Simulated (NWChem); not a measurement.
System: disulfane (H₂S₂); SMILES SS

The following NWChem deck was run.

```
start job
memory heap 200 mb stack 900 mb global 1100 mb
geometry units angstroms noautosym nocenter noautoz
  S      0.020651    -1.036052     0.078241
  S     -0.020651     1.036052     0.078241
  H     -0.931984    -1.250775    -0.861827
  H      0.931984     1.250775    -0.861827
end
basis spherical
  * library pcseg-1
end
dft
  xc pbe0
  iterations 150
end
cosmo
  do_cosmo_smd true
  solvent water
end
task dft energy
```

Coordinates come from a PBE0/def2-SVP optimisation. Solvent: water.

Solvent water, SMD (1 M gas to 1 M solution), gas-phase geometry.

Task: Predict the main results of this run. (PBE0/pcseg-1, SMD on the gas-phase geometry.) Quantities: basis functions; solvation free energy (kcal/mol); cavity-dispersion-structure term (kcal/mol); dipole in solution (D).

Result: 
| Item | Value |
|---|---|
| number of basis functions | 46 |
| solvation free energy (kcal/mol) | -2.4 |
| cavity-dispersion-structure term (kcal/mol) | 0.7 |
| dipole in solution (D) | 2.02 |
